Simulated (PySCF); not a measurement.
Species: CH₆ClSi₂ (charge -1, singlet). It need not be the lowest isomer of its formula. Whether it binds its extra electron was not tested at this geometry. SMILES: [SiH2-]C[SiH2]Cl
Structure (B3LYP-D3(BJ)/def2-TZVP (Ansatz) minimum search):
```
C
H 1 1.0919
H 1 1.0920 2 107.97
Si 1 1.8222 2 112.14 3 -123.07
H 4 1.4771 1 114.34 2 -59.19
H 4 1.4789 5 110.39 1 129.41
Si 1 2.0043 2 108.68 3 119.52
H 7 1.5369 1 95.58 2 56.74
H 7 1.5430 8 93.35 1 -96.59
Cl 4 2.1840 5 101.41 6 106.42
```
Charge -1, spin multiplicity 1.

Dispersion corrections to the total energy (kcal/mol) from the dftd3 and dftd4 libraries through PySCF: D3(BJ) without and D4 with the three-body term, each with the damping fitted for the functional named.

```csv
functional,D3(BJ),D4
BHLYP,-9.61,-9.33
B3LYP,-11.53,-11.64
BP86,-11.03,-9.86
TPSS,?,-9.68
B2GP-PLYP,-5.55,?
revPBE,?,-20.34
CAM-B3LYP,-5.49,-6.26
```

Q: What belongs in the gaps?

A: 
- TPSS, D3(BJ): -8.10
- B2GP-PLYP, D4: -3.08
- revPBE, D3(BJ): -14.99
